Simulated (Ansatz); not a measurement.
Cost and result for the atomization energy of BrCuH₃N (`[NH3+][Cu-][Br]`) (6 atoms, 5 bonds).

The species carries charge 0 and has multiplicity 1. For Cu the d shell is correlated and the shells below it are frozen. Correlated methods include outer-core shells of Br, which these sets cover unevenly. Scalar relativity is left out up to krypton. The structure was optimised at the PBE0-D4/def2-TZVP level. It is one conformer, not always the lowest. Program: Ansatz. All runs use 4 threads of an Arm Neoverse V2 on a shared host. Times are those of one run each, without the atoms' runs, and a repeat can differ threefold. Electronic energies, without spin–orbit coupling; frozen cores. CCSD(T)/CBS adds CCSD(T) − MP2 in def2-TZVPP to the MP2 limit, and its time is that of the two runs behind it. T1 = 0.019. With those shells the extrapolation isn't a true limit. B3LYP takes the VWN-RPA correlation (the form of Gaussian; ORCA's B3LYP/G).

CCSD(T)/CBS is a level of theory with its own doubt, some kJ/mol a heavy atom from the limit and from the frozen cores, so smaller differences don't rank the functionals.

```csv
level,functions,wall time,atomization (kJ/mol),difference from CCSD(T)/CBS,per bond
revPBE-D4/def2-TZVPP,185,1.2 s,1716.3,-49.5,-9.9
BLYP-D4/def2-TZVPP,185,1.4 s,1742.3,-23.5,-4.7
PBE-D4/def2-TZVPP (with forces),185,1.5 s,1773.3,7.5,1.5
CCSD(T)/def2-SVP,92,2.7 s,1632.6,-133.2,-26.6
r2SCAN-D4/def2-TZVPP (with forces),185,3 s,1754.1,-11.7,-2.3
B3LYP-D4/def2-TZVPP (with forces),185,3.2 s,1735.0,-30.8,-6.2
r2SCANh-D4/def2-TZVPP,185,3.2 s,1736.3,-29.5,-5.9
B2PLYP/def2-TZVPP,185,3.2 s,1726.9,-38.9,-7.8
PBE-QIDH/def2-TZVPP,185,3.3 s,1720.2,-45.6,-9.1
ωB97M-V/def2-TZVPP (with forces),185,7.5 s,1752.4,-13.4,-2.7
MP2/def2-QZVPP,336,8.5 s,1767.0,1.2,0.2
CCSD(T)/def2-TZVPP,185,46 s,1697.5,-68.3,-13.7
CCSD(T)/CBS(def2),–,54 s,1765.8,0.0,0.0
```

From PBE to PBE0 (25 % exact exchange), in def2-TZVPP and without D4, the atomization energy moves by −44.2 kJ/mol: exact exchange takes away binding that semilocal exchange gives to molecules. Leaving LDA and LC-ωPBE aside and taking each functional with its dispersion term where it has one, the values, not all of them listed here, spread over 99.7 kJ/mol, from BHLYP-D4 to PBE-D4. LDA lies +252.3 kJ/mol from PBE without D4, its usual overbinding. In def2-TZVPP, CCSD(T) changes the Hartree–Fock value by +528.5 kJ/mol (the triples alone add +32.9 kJ/mol) and MP2 by +558.0 kJ/mol; breaking electron pairs costs correlation energy, which Hartree–Fock lacks.
